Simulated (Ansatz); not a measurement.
Cartesian coordinates in Å:
```
P 1.421 0.829 1.888
B 0.154 0.160 0.637
C 0.361 -0.014 -0.928
Si -1.481 -0.223 -1.121
S -1.588 -0.165 1.033
H 2.517 0.015 1.511
H 1.040 0.083 3.028
H 0.849 0.818 -1.439
H 0.922 -0.925 -1.155
H -1.989 -1.492 -1.708
H -2.205 0.914 -1.745
```

Total charge 0; spin multiplicity 1.

Problem. List the ωB97M-V/def2-TZVPP orbital energies in eV (Ansatz). (Estimate.)

Solution. Ansatz gave: Occupied: -2426.58, -2104.93, -1807.62, -281.06, -220.60, -188.88, -182.51, -163.66, -163.62, -163.59, -148.63, -131.15, -131.12, -131.05, -102.78, -102.72, -102.71, -24.20, -21.82, -20.61, -17.08, -15.38, -14.68, -13.55, -13.32, -12.28, -11.79, -10.98, -10.76, -9.99, -9.25. Lowest empty: 0.78, 1.45, 1.89, 2.37, 2.89, 2.93, 3.22, 3.68.
